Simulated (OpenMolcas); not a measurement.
W2+: from CASSCF to CASPT2

| Property | Result |
| --- | --- |
| Program | OpenMolcas |
| Basis | ANO-RCC-VTZP [8s7p5d3f2g1h] |
| Scalar Hamiltonian | DKH2, point nucleus |
| Active space | 4 electrons in 6 orbitals (5d 6s) |
| State averaging | 2S+1 = 5 even, 15 roots; 2S+1 = 3 even, 105 roots kept (CI in the orbitals of an earlier block, 97 in the spin-orbit step); 2S+1 = 1 even, 104 roots kept (CI in the orbitals of an earlier block, 84 in the spin-orbit step) |
| Spin-orbit coupling | state interaction with AMFI integrals over the reference wave functions, term energies averaged over their components |

Methods on the same reference wave functions:
A. CASSCF
B. SS-CASPT2, IPEA 0.25 Eh, imaginary shift 0.1 Eh (closed shells correlated: 5s 5p)
C. MS-CASPT2, IPEA 0.25 Eh, imaginary shift 0.1 Eh (closed shells correlated: 5s 5p)
D. XMS-CASPT2, IPEA 0.25 Eh, imaginary shift 0.1 Eh (closed shells correlated: 5s 5p)

Energies in cm⁻¹ above 5d⁴ ⁵D₀, the measured ground level; measured values from NIST levels as listed in McCann et al., Mon. Not. R. Astron. Soc. 538, 537 (2025).

```
            Level      A      B      C      D  Measured
   5d⁴ ⁵D₀ [65 %]    0.0    0.0    0.0    0.0       0.0
          5d⁴ ⁵D₁   2074   2460   2460   2470      2256
          5d⁴ ⁵D₂   4322   4870   4870   4900      4461
          5d⁴ ⁵D₃   6303   6820   6820   6850      6278
          5d⁴ ⁵D₄   7982   8300   8300   8320      7687
       5d³ 6s ⁵F₁  11539  11660  11660  11190     10969
   5d⁴ ³P₀ [60 %]  11804  10920  10920  11010      9904
       5d³ 6s ⁵F₂  13063  13170  13170  12690     12427
          5d⁴ ³P₁  15054  14000  14000  14060     12881
       5d³ 6s ⁵F₃  15361  15620  15620  15090          
   5d⁴ ³H₄ [51 %]  16564  15390  15390  15230          
   5d⁴ ³F₂ [68 %]  16898  15290  15290  15270          
       5d³ 6s ⁵F₄  17980  18180  18180  17680          
   5d⁴ ³P₂ [71 %]  19427  17960  17960  18090          
   5d⁴ ³H₅ [56 %]  19647  18680  18680  18450          
5d³ 6s ⁵F₅ [67 %]  20623  20540  20540  20140          
          5d⁴ ³H₆  21593  20430  20430  20290          
   5d⁴ ³G₄ [50 %]  24162  22540  22540  22460          
       5d³ 6s ⁵P₁  25883  24440  24440  23930          
   5d⁴ ³G₅ [65 %]  26498  25350  25350  25160          
   5d⁴ ³D₃ [70 %]  26728  24290  24290  24350          
          5d⁴ ³D₁  28591  26260  26260  26450          
       5d³ 6s ⁵P₃  30082  28940  28940  28250          
          5d⁴ ¹I₆  30749  28710  28710  28810
```

Deviations, from unrounded energies. A percentage is the sum of absolute deviations over the sum of measured energies, with the sign that they share, or ± where signs differ.

```json
{"Against measurement": "mean absolute deviation (cm-1)", "Levels": "8", "A": "740", "B": "670", "C": "670", "D": "580"}
{"Against measurement": "fine structure of the ground term (%)", "Levels": "4", "A": "±3.1", "B": "+8.6", "C": "+8.6", "D": "+9.0"}
{"Against measurement": "other terms of the ground configuration (%)", "Levels": "2", "A": "+17.9", "B": "+9.4", "C": "+9.4", "D": "+10.0"}
{"Against measurement": "other configurations (%)", "Levels": "2", "A": "+5.2", "B": "+6.2", "C": "+6.2", "D": "+2.1"}
```

D lies closest to measurement on these levels and A furthest from it. The largest miss of D in the table is 5d⁴ ³P₁, by +1200 cm-1. The ranking rests on the paired levels alone, and a cruder setting can come out closer through cancelling errors.

Among B to D the level of the table that moves most is 5d³ 6s ⁵P₃, by 700 cm-1 (lowest in D, highest in B). Moves below CASPT2's spread within the term are not significant.

The mean deviations of B to D differ by less than CASPT2's widest spread within a term (870 cm-1), so their order carries little weight.

From A to B the spin-free energies of the other terms of 5d⁴ shown, above ⁵D, scale by factors of 0.80 to 0.88, as is usual when dynamic correlation screens the repulsion within a d or f shell.

The lowest spin-free term lies below A's lowest term by 0.274 hartree in B, 0.274 hartree in C, 0.277 hartree in D.

Term energies are means over components that CASPT2 splits; among the terms shown or strongly mixed into the levels shown the widest spread is 870 cm-1 (5d⁴ ³G, D). Over all roots computed the reference weight is 0.88 to 0.95 in D; the roots of lowest weight are the least certain, and an intruder state may touch them. Some high roots are left out of the spin-orbit mixing, which shifts the levels that they would mix with. Terms from blocks run as CI alone lack orbitals of their own. Configurations are named by rounded mean occupations; where the s occupation lies near a half they are strongly mixed, a name can repeat and a true partner stay unpaired. A single d shell beside an s shell can misplace configurations of different d count against each other. The CASPT2 spread within a term exceeds the gap to the next term for 5d⁴ ¹G(1) and 5d⁴ ¹I, so the order of their levels is uncertain (figures for B; the like holds for C, D). Without dynamic correlation excited terms often stand tens of per cent too high (terms of higher spin than the ground term too low), and those without a measured partner can miss by more than the paired ones (holds for A). Blocks of more than 70 roots (2S+1 = 3 even, 1 even) ran without multistate coupling (holds for C). Some levels mix across a computed gap that differs much from the measured one, so their mixing is not that of the real levels (holds for D). Measured partners are found by configuration, term and J. A level has none where our copy of the source lacks it or the pairing is in doubt (some pairs that miss far off the trend of their configuration count as doubtful), and it then counts in no deviation. Levels of configurations outside the active space are missing. Levels that lie high or do not pair safely by name in every column are left out.

A share in square brackets marks a mixed level and gives the weight of the term that names it, the lowest over the columns. A number in round brackets counts repeated terms of one configuration in the order of the reference energies.
